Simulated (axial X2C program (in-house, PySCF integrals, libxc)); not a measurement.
## Ionising NaNi

Computed with an axial X2C code built on PySCF integrals, spin-free (one-electron X2C) or two-component (2c: spin–orbit coupling with atomic mean-field Coulomb and Gaunt terms, which also bring small scalar terms), in Dyall basis sets with cores contracted in-house; open shells are unrestricted.

Basis sets: Na dyall-cv3z, Ni dyall-cv3z. Frozen shells (counts by l): NaNi Ni 3s2p, Na 2s1p, 11 electrons correlated; NaNi⁺ Ni 3s2p, Na 2s1p, 10 electrons correlated. Coupled cluster in natural virtuals with an MP2 remainder. Where the outer core of a metal is frozen, bonds come out longer and ionisation energies lower.

```csv
Hamiltonian,level,NaNi state,Re (Å),ωe (cm⁻¹),De (eV)
spin-free,HF,"M_S = 1/2, Λ = 0",2.958,119.6,0.22
spin-free,PBE0,"M_S = 1/2, Λ = 0",2.634,204.1,1.25
2c,HF,Ω = 1/2,2.939,121.7,n/a
2c,PBE0,Ω = 1/2,2.634,204.1,n/a
2c,CCSD,Ω = 1/2,2.620,221.2,n/a
```

Adiabatic ionisation energy (minimum to minimum, no zero-point term) and constants of NaNi⁺:

```
Hamiltonian  level     NaNi⁺ state  IE (eV)  Re (Å)  ωe (cm⁻¹)  De (eV)  fragments
  spin-free     HF  M_S = 1, Λ = 2     3.06   3.238      118.1     2.13   Ni + Na+
  spin-free   PBE0  M_S = 1, Λ = 2     6.10   2.940      144.8     0.45   Ni + Na+
         2c     HF           Ω = 3     3.02   3.238      118.1      n/a   Ni + Na+
         2c   PBE0           Ω = 3     6.03   2.940      144.8      n/a   Ni + Na+
         2c   CCSD           Ω = 3     5.29   3.142      123.2      n/a   Ni + Na+
```

Problem. Add the zero-point terms to the ionisation energy at CCSD, 2c, and say whether the electron removed was bonding.

Solution. IE0 = IE + (ωe⁺ − ωe)/2 = 5.29 + (-0.006) = 5.28 eV. Re changes by 0.522 Å, so the bond lengthens, as on loss of a bonding electron.

Each entry is the lowest single determinant of a limited PBE0 search at one distance. De goes to single-determinant-based atoms at the same level (for ions the charge split of lowest energy) and is withheld (n/a) where an atom does not fit its ground term or J level. Main or longest-lived isotopes. One determinant is a doubtful description, or other states lie close, for NaNi, NaNi⁺; these need not be ground states, and all values refer to the states named. With several unpaired electrons the Ω given is that of one determinant, not necessarily of the lowest component. The functionals have no current term, which raises determinants with orbital currents. Where the atoms have a lower orbital projection than the molecule, De at mean-field level may be about a tenth of an eV too small.
